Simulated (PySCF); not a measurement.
This PySCF input asks for the NMR shieldings of SMILES COc1scpc1[SiH3], C₄H₇OPSSi; the geometry comes from GFN2-xTB.

```python
import basis_set_exchange as bse
import numpy as np
from pyscf import gto, dft
from pyscf.prop import nmr

atoms = """
C     0.368631    1.685180   -1.753213
O    -0.147973    0.522946   -1.151211
C     0.220354    0.255484    0.116115
S     1.299195    1.310933    0.982841
C     1.277339    0.354746    2.410783
P     0.336747   -1.061864    2.424284
C    -0.238264   -0.848880    0.761715
Si   -1.406997   -2.006940   -0.155592
H     0.067403    2.582675   -1.202338
H     1.462249    1.651105   -1.804181
H    -0.045541    1.715358   -2.758970
H     1.871994    0.716073    3.230522
H    -0.725875   -2.511940   -1.348766
H    -1.737048   -3.097729    0.761694
H    -2.606628   -1.259159   -0.535597
"""
names = dict.fromkeys(["C", "O", "S", "P", "Si", "H"], "pcSseg-1")
basis = {el: gto.basis.parse(bse.get_basis(n, elements=[el], fmt="nwchem")) for el, n in names.items()}
mol = gto.M(atom=atoms, basis=basis, charge=0, verbose=0)
mf = dft.RKS(mol, xc="PBE0")
mf.grids.level = 2
mf.grids.alignment = dft.numint.BLKSIZE   # the property module wants whole blocks of grid points
mf.conv_tol = 1e-9
mf.kernel()

calc = nmr.RKS(mf)   # GIAO
C = mf.mo_coeff
Co = C[:, mf.mo_occ > 0]
resp = mf.gen_response(singlet=True, hermi=2)
def vind(x):   # induced exchange potential for any number of trial vectors
    d = np.einsum("pi,xij,qj->xpq", C, 2 * x.reshape(-1, C.shape[1], Co.shape[1]), Co, optimize=True)
    return np.einsum("xpq,pi,qj->xij", resp(d - d.transpose(0, 2, 1)), C, Co, optimize=True).ravel()
mo1, _ = nmr.rhf.solve_mo1(calc, with_cphf=vind)
sigma = calc.kernel(mo1)
for i, s in enumerate(sigma):   # ppm
    print("%2d %-2s %9.2f" % (i, mol.atom_pure_symbol(i), np.trace(s) / 3))
```

**Question.** What does it print?

**Answer.** 
```
 0 C     125.14
 1 O     203.03
 2 C       0.10
 3 S     216.22
 4 C      32.40
 5 P      60.23
 6 C      61.72
 7 Si    433.67
 8 H      27.72
 9 H      27.72
10 H      27.15
11 H      23.71
12 H      27.14
13 H      27.16
14 H      27.14
```

These numbers come from an equivalent density-fitted implementation of the same equations, which agrees with the script to about 0.01 ppm for H and up to a few tenths of a ppm for heavy atoms, so last digits may differ.

**Question.** Turn these shieldings into chemical shifts. Chemical shifts δ = σref − σ; ¹³C (186.93 ppm) and ²⁹Si (349.16 ppm) and ¹H (31.72 ppm) vs TMS; ¹⁷O (336.08 ppm) against H2O; ³³S (503.73 ppm) against CS2; ³¹P (318.38 ppm) against H3PO4, all at this level.

**Answer.** Averaging equivalent atoms: C 2: 186.8; C 4: 154.5; C 6: 125.2; C 0: 61.8; O 1: 133.1; S 3: 288; P 5: 258.1; Si 7: -84.5; H 11: 8.01; H 12/13/14: 4.57; H 8/9/10: 4.19 ppm. Experimental scales use liquid or dissolved standards, which lie at an offset from isolated H2O (liquid H2O: subtract about 36 ppm) and H3PO4.

Size and cost of the density-fitted run: 192 basis functions, roughly 2.1 core-minutes.
